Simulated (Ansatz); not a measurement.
Single points on MoS₄⁻, that is [MoS4]2- with one electron fewer.

```yaml
crystal:
  periodic: [false, false, false]
  atoms:
    - {symbol: Mo, position_ang: [0.000002, 0.000008, -0.000322]}
    - {symbol: S, position_ang: [0.010761, -0.017664, 2.214286]}
    - {symbol: S, position_ang: [2.084706, 0.010665, -0.747927]}
    - {symbol: S, position_ang: [-1.051899, 1.811926, -0.718528]}
    - {symbol: S, position_ang: [-1.043570, -1.804944, -0.747509]}
basis:
  gaussian: {orbitals: def2-TZVPD, initial_orbitals: start.molden}
total_charge: -1
magnetization: {spin_polarized: true, initial_magnetization: 1}
hamiltonian: {xc: r2scan, dispersion: d4}
scf: {omitted_lower_state_checks: [starts]}
output: {orbitals: {seedname: orbitals}}
```

The file start.molden holds the orbitals of an earlier run on this structure, at another level or in another basis.

```sh
$ ansatz run in.yaml --threads 4 --pin off --events-out ev --progress --plain --max-ram 3916MiB
```

It prints (some lines left out):

```
Functional definition: r2SCAN
1480 factors; their error is unknown
mean field evaluation 1: about -45204.5124 eV, gradient 7.8e0 eV
mean field evaluation 2: about -45204.5878 eV, gradient 1.7e-1 eV
mean field evaluation 4: about -45204.5619 eV, gradient 5.3e-3 eV
mean field evaluation 8: about -45204.5695 eV, gradient 1.2e-1 eV
mean field evaluation 16: about -45204.5770 eV, gradient 7.3e-4 eV
mean field -45204.57703349 eV, -1661.2375652180 hartree, gradient 4.0e-6 eV, S^2 0.775303; 0 other end points of the search recorded, 0 dependent functions left out
reference -45204.57707708 eV, -1661.2375668200 hartree; 40, 39 occupied and 184, 185 virtual orbitals, 1480 factors
Total energy: -45204.65233297 eV, -1661.2403324230 hartree
Checks for a lower state left out: starts
```

Run time 53 s (4 threads of Arm Neoverse V2 on a shared host), peak host memory 0.87 GiB.

The first input with `hamiltonian: {xc: pbe, dispersion: d4}` (abridged; 20 s):

```
Functional definition: PBE
mean field evaluation 16: about -45189.1380 eV, gradient 2.2e-5 eV
mean field -45189.13795553 eV, -1660.6701895679 hartree, gradient 2.7e-6 eV, S^2 0.760576
Total energy: -45189.48334184 eV, -1660.6828822805 hartree
Checks for a lower state left out: starts
```

The first input with `gaussian: {orbitals: def2-SVPD, initial_orbitals: start.molden}`, `correlation: {method: ccsd_t}`, `scf: {omitted_lower_state_checks: [starts, cluster_reference]}` and without the key `hamiltonian` (abridged; 1.8 min):

```
Functional definition: HF
mean field -45097.89139784 eV, -1657.3169404219 hartree, gradient 5.6e-6 eV, S^2 1.967498
20 core orbitals not correlated: weight in the atoms' cores, before any rotation towards them, 1.000 or more for the frozen orbitals, at most 0.000 for the correlated occupied ones
second order -25.48335871 eV of doubles, -0.00000000 eV of singles
cycle   1  -23.41226374 eV  change     2.1e0 eV  update   3.3e-1
cycle   2  -25.05907318 eV  change    -1.6e0 eV  update   1.9e-1
cycle   3  -25.60542017 eV  change   -5.5e-1 eV  update   9.9e-2
cycle   4  -25.92722376 eV  change   -3.2e-1 eV  update   6.8e-2
cycle   5  -26.02270938 eV  change   -9.5e-2 eV  update   3.3e-2
cycle   6  -26.05644987 eV  change   -3.4e-2 eV  update   2.0e-2
cycle   7  -26.07582986 eV  change   -1.9e-2 eV  update   8.4e-3
cycle   8  -26.07923602 eV  change   -3.4e-3 eV  update   5.7e-3
cycle   9  -26.09138128 eV  change   -1.2e-2 eV  update   3.0e-3
cycle  10  -26.08806545 eV  change    3.3e-3 eV  update   1.5e-3
cycle  11  -26.08768543 eV  change    3.8e-4 eV  update   6.9e-4
cycle  12  -26.08762881 eV  change    5.7e-5 eV  update   4.7e-4
cycle  13  -26.08753080 eV  change    9.8e-5 eV  update   2.9e-4
cycle  14  -26.08762884 eV  change   -9.8e-5 eV  update   1.5e-4
cycle  15  -26.08782040 eV  change   -1.9e-4 eV  update   8.3e-5
cycle  16  -26.08780402 eV  change    1.6e-5 eV  update   4.1e-5
perturbative correction -1.94761256 eV, -0.0715734414 hartree
Total energy: -45125.92681441 eV, -1658.3472229779 hartree
Checks for a lower state left out: starts, cluster_reference
```

The first input with `hamiltonian: {xc: pbe0, dispersion: d4}` (abridged; 50 s):

```
Functional definition: PBE0
mean field -45190.21280463 eV, -1660.7096895438 hartree, gradient 6.6e-6 eV, S^2 0.821434
Total energy: -45190.51469736 eV, -1660.7207838969 hartree
Checks for a lower state left out: starts
```

Geometry: B3LYP-D4/def2-SVPD, that of the charge -2 singlet.

In the def2 sets Mo takes a core potential; there is no spin–orbit coupling. Correlated methods freeze 20 core orbitals; core or outer-core shells of Mo are correlated, in sets that lack core-valence functions. At PBE-D4/def2-TZVPD the gap within one spin of the charge -1 doublet nearly closes, so an electron or hole may be smeared out by delocalisation error. At CCSD(T)/def2-SVPD T1 of the charge -1 doublet is large (up to 0.071), so the single-reference result is doubtful. At CCSD(T)/def2-SVPD the charge -1 doublet is spin-contaminated (final ⟨S²⟩ up to 1.97, 0.75 for a pure state).
